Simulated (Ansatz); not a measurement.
Species: C2H5GeO2, net charge 0, doublet state. It need not be the lowest isomer of its formula. 
Geometry from a B3LYP-D3(BJ)/def2-TZVP (Ansatz, a program for electronic structure) optimisation:
SMILES: [CH2]C(=O)[O][GeH3]
```xyz
10

C      2.7823     0.1980     0.1695
C      1.3899    -0.1282     0.3639
O      0.9870    -0.8858     1.2359
O      0.5588     0.4746    -0.5008
Ge    -1.2212     0.0695    -0.2668
H      3.5109    -0.2493     0.8277
H      3.0892     0.8728    -0.6150
H     -1.8426     0.9081    -1.3904
H     -1.4206    -1.4316    -0.4868
H     -1.6592     0.5449     1.1203
```
Charge 0, spin multiplicity 2.

Quantity: atomisation energy (electronic, to ground-state atoms), in eV. Cores are frozen in the correlated levels unless marked. Open shells are spin-unrestricted. Spin-orbit coupling is left out. Frozen are the shells of the preceding noble gas and the d and f shells that filled before the atom's block. Non-relativistic. The coupled-cluster limit lacks core correlation, which all-electron functionals hold. Basis-set limits of correlation are two-point, X^-3; Hartree-Fock from the larger set.

```csv
level,program,atomisation energy (eV)
revPBE/def2-TZVPD,Ansatz,37.84
B3LYP-D3(BJ)/def2-TZVPD,Ansatz + dftd3,38.45
r2SCANh-D4/def2-TZVPD,Ansatz + dftd4,38.52
r2SCANh/def2-TZVPD,Ansatz,38.47
HSE06-D4/def2-TZVPD,Ansatz + dftd4,?
B2GP-PLYP-D3(BJ)/def2-TZVPD,Ansatz + dftd3,?
RPA@PBE/cc-pVTZ,Ansatz,?
SCS-MP2/STO-3G,Ansatz,36.43
"CCSD(T)/CBS(cc-pVTZ,cc-pVQZ)",Ansatz,38.45
```

### Question
Some entries are withheld; supply them.

### Answer

- HSE06-D4/def2-TZVPD, atomisation energy (eV): 38.58
- B2GP-PLYP-D3(BJ)/def2-TZVPD, atomisation energy (eV): 38.01
- RPA@PBE/cc-pVTZ, atomisation energy (eV): 35.47
